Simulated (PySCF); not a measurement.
# Core-level binding energies of Si(NMeEt)2H2

Si(NMeEt)2H2, C6H18N2Si.
Bonds: Si1–N2, Si1–N14, N2–C3, N2–C4, C4–C5, N14–C15, N14–C16, C16–C17. Hydrogens: H26, H27 on Si1; H6, H7, H8 on C3; H9, H10 on C4; H11, H12, H13 on C5; H18, H19, H20 on C15; H21, H22 on C16; H23, H24, H25 on C17.

Computed, not measured: PySCF 2.14.0, delta-SCF UKS SCAN, pcX-2 on the ionised atom, pcseg-1 elsewhere, spin-free X2C. Binding energies are ΔSCF values: E(core-ionised, relaxed orbitals) − E(ground state) at a fixed geometry, referred to the vacuum level.

List the computed XPS lines with their assignment.

```
atom(s)                    environment     level  binding energy (eV)  2p1/2 (eV)  above the level's lowest (eV)  count
    Si1  silicon bonded to 2 N and 2 H  Si 2p3/2               106.32      106.94                           0.00      1
 C5/C17     carbon bonded to C and 3 H      C 1s               290.33           –                           0.00      2
 C3/C15     carbon bonded to N and 3 H      C 1s               291.15           –                          +0.82      2
 C4/C16  carbon bonded to C, N and 2 H      C 1s               291.18           –                          +0.85      2
 N2/N14  nitrogen bonded to 2 C and Si      N 1s               403.82           –                           0.00      2
    Si1  silicon bonded to 2 N and 2 H     Si 1s              1846.29           –                           0.00      1
```

Lowest listed C 1s: C5/C17, bonded to C and 3 H. Highest, 0.85 eV above it: C4/C16, bonded to N, C and 2 H. The values 291.15 and 291.18 eV lie too close for their order to be trusted.

Which effective nuclear charge Zeff reproduces each element's mean 1s value in the hydrogen-like formula E = 13.606 eV × Zeff²?

C (Z = 6): mean 290.9 eV, Zeff = 4.62, Z − Zeff = 1.38; N (Z = 7): mean 403.8 eV, Zeff = 5.45, Z − Zeff = 1.55; Si (Z = 14): mean 1846.3 eV, Zeff = 11.65, Z − Zeff = 2.35. Means run over the listed sites, weighted by atom count.

Which photon energy gives electrons from C 1s of C5/C17 a kinetic energy of 150 eV, and what is their de Broglie wavelength?

hν = 290.33 + 150 = 440.33 eV, recoil neglected; λ = 12.264 Å/√(E/eV) = 1.00 Å.

Atoms equivalent by their bonding share one computed value, that of the first of them. For 2p shells one spin-free hole was relaxed; a mean-field spin–orbit operator and the ground-state splitting of the three 2p orbitals were then diagonalised within the shell. The shell's mean is (2 × 2p3/2 + 2p1/2)/3, and the degeneracies 2j + 1 give areas of 2:1. 2p1/2 minus 2p3/2 (ligand field included): Si 0.62 eV. One conformer (not necessarily the lowest) at the PBE0-D3(BJ)/def2-SVP geometry, without solvent, vibrations or thermal averaging.
